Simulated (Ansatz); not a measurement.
Geometry optimisation, RKS r2SCAN-D4/def2-SVP (Ansatz 0.2.0).

Input file:

```yaml
crystal:
  periodic: [false, false, false]
  atoms:
    - { symbol: Ge, position_ang: [0.054387, -0.077916, -1.154879] }
    - { symbol: H, position_ang: [1.097376, -0.160083, 1.38822] }
    - { symbol: H, position_ang: [1.660291, 0.149231, 1.064821] }
    - { symbol: O, position_ang: [-0.974267, 1.361879, -0.868068] }
    - { symbol: H, position_ang: [-1.695555, 1.188913, -0.24511] }
    - { symbol: H, position_ang: [-0.761531, -1.068924, -0.167284] }
basis:
  gaussian: { orbitals: def2-SVP }
hamiltonian:
  xc: r2scan
  dispersion: d4
relax:
  f_tol: 0.03
  max_steps: 50
```

Run as:

```bash
$ ansatz run input.yaml --threads 1 --pin off --max-ram 2048MiB --backend cpu --events-out ev --progress --plain --runs-dir out
```

Problem. Where does it end, and by what steps?

Solution. The forces met the threshold. After 6 steps the energy has fallen by 0.038 eV; H3 moved furthest, 0.11 Å.

| step | energy less start (eV) | largest force component (eV/Å) | accepted |
| --- | --- | --- | --- |
| 0 | 0.0000 | 1.335 | yes |
| 1 | -0.0363 | 0.072 | yes |
| 2 | -0.0171 | 0.703 | no |
| 3 | -0.0376 | 0.070 | yes |
| 4 | -0.0378 | 0.055 | yes |
| 5 | -0.0378 | 0.036 | no |
| 6 | -0.0381 | 0.025 | yes |

```xyz
6
Properties=species:S:1:pos:R:3
Ge 0.093 -0.079 -1.109
H 1.060 -0.193 1.374
H 1.599 0.184 0.985
O -0.949 1.358 -0.847
H -1.688 1.203 -0.242
H -0.734 -1.080 -0.143
```

Whether the end is a true minimum wasn't checked by a vibrational analysis.

Run time: 16 s on 1 thread of Arm Neoverse V2 (shared host), peak memory 0.12 GiB.
